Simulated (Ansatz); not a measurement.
Born–Oppenheimer molecular dynamics of BFH₄N₂ (8 atoms, charge 0, multiplicity 1). It starts from a relaxed structure.

Computed with RKS CAM-B3LYP-D4/def2-SVP (Ansatz).

```json
{
 "ensemble": "NVT, Nosé–Hoover chain",
 "time step": "1 fs",
 "steps asked": "100",
 "set temperature": "100 K",
 "thermostat": "time constant 3 fs, chain length 1",
 "seed": "594340"
}
```

First frame:

```xyz
8
Properties=species:S:1:pos:R:3
B 0.102 0.112 0.068
N 0.031 -0.144 1.453
H -0.844 -0.075 1.953
H 0.819 -0.406 2.027
N 1.279 0.037 -0.705
H 2.188 -0.210 -0.340
H 1.266 0.233 -1.696
F -1.040 0.454 -0.564
```

Problem. How far do the bonds stretch over the last three quarters of this one trajectory? (Pairs bonded in most of those frames.)

Solution. 
| bond | mean (Å) | spread (Å) | shortest | longest |
| --- | --- | --- | --- | --- |
| B1–N2 | 1.416 | 0.019 | 1.38 | 1.44 |
| B1–N5 | 1.415 | 0.018 | 1.39 | 1.45 |
| B1–F8 | 1.349 | 0.019 | 1.31 | 1.37 |
| N2–H3 | 1.013 | 0.017 | 0.99 | 1.04 |
| N2–H4 | 1.011 | 0.020 | 0.98 | 1.04 |
| N5–H6 | 1.009 | 0.011 | 0.99 | 1.03 |
| N5–H7 | 1.011 | 0.013 | 0.99 | 1.04 |

Mean temperature of the second half: 104 K. The conserved energy stayed within 1.1 meV per atom of its start (net change 0.27 meV per atom), so the integration is sound. A run of 0.1 ps of so small a system gives no equilibrium averages.

Time of the run: 2.1 min on 1 thread of Intel(R) Xeon(R) 6975P-C (Granite Rapids), with other jobs on the host, peak memory 0.17 GiB.
